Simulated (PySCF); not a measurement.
Rigid-rotor lines calculated for a species of formula C3H8OSi (commonest isotopes; PySCF, PBE0-D3(BJ)/def2-SVP geometry optimisation, gas phase), labelled J(Ka,Kc):

| transition | MHz |
| --- | --- |
| 2(0,2) ← 1(0,1) | 6882.0 |
| 1(0,1) ← 0(0,0) | 3442.3 |
| 1(1,1) ← 0(0,0) | 13759.8 |
| 2(1,1) ← 1(1,0) | 7074.5 |
| 2(1,2) ← 1(1,1) | 6694.6 |

(1) Find the rotational constants.

(2) What moments of inertia, asymmetry and inertial defect follow?

(3) Which dipole components do these lines need?

(4) Predict further lines from these constants: 3(1,3) ← 2(1,2); 2(2,0) ← 2(1,1); 3(3,0) ← 2(2,1); 2(1,1) ← 2(0,2); 3(1,3) ← 2(0,2); 2(1,1) ← 2(1,2); 2(2,1) ← 1(1,0); 1(1,0) ← 1(0,1); 3(2,2) ← 2(2,1); 3(2,1) ← 2(1,2).

(5) Which structure gave them?

Results:

(1) 1(0,1) ← 0(0,0) is B + C, 2(1,1) ← 1(1,0) is 3B + C and 2(1,2) ← 1(1,1) is B + 3C, so B − C is half the difference of the last two, 189.9 MHz. 1(1,1) ← 0(0,0) is A + C. A = 12133.6, B = 1816.1, C = 1626.2 MHz.

(2) I = 505379 MHz·u·Å² over each constant: Ia = 41.65, Ib = 278.27, Ic = 310.78 u·Å²; κ = (2B − A − C)/(A − C) = -0.964 (near-prolate asymmetric top); Δ = Ic − Ia − Ib = -9.14 u·Å².

(3) μa and μb (a-type: ΔKa even, ΔKc odd; b-type: both odd). The calculation gives |μa| = 0.33 D, |μb| = 0.69 D, |μc| = 0.02 D.

(4) 
```
     transition    MHz  type  branch
2(1,1) ← 2(1,2)    570     a       Q
3(1,3) ← 2(1,2)  10040     a       R
3(2,2) ← 2(2,1)  10327     a       R
1(1,0) ← 1(0,1)  10507     b       Q
2(1,1) ← 2(0,2)  10700     b       Q
3(1,3) ← 2(0,2)  20170     b       R
2(2,0) ← 2(1,1)  30955     b       Q
2(2,1) ← 1(1,0)  38027     b       R
3(2,1) ← 2(1,2)  41862     b       R
3(3,0) ← 2(2,1)  62391     b       R
```

(5) `C/C=C/O[SiH3]`. Three constants can't fix a structure by themselves; this is the one that was computed:
```
atom  x, y, z in Å
C1    -2.242    0.113    0.345
C2    -0.759    0.116    0.175
C3    -0.079   -0.860   -0.436
O4     1.258   -0.918   -0.625
Si5    2.387    0.244   -0.185
H6    -2.707    0.993   -0.130
H7    -2.528    0.141    1.410
H8    -2.695   -0.786   -0.099
H9    -0.210    0.976    0.582
H10   -0.588   -1.736   -0.854
H11    3.694   -0.285   -0.655
H12    2.078    1.548   -0.843
H13    2.400    0.432    1.297
```

The values belong to one conformer with, in the numbering `[CH3:1]/[CH:2]=[CH:3]/[O:4][SiH3:5]`, C2–C3–O4–Si5 -2°. No frequency check. No vibrational averaging or centrifugal distortion is included, and the geometry carries the error of its method. A rigid rotor knows nothing of internal rotation, which can split or shift real lines.
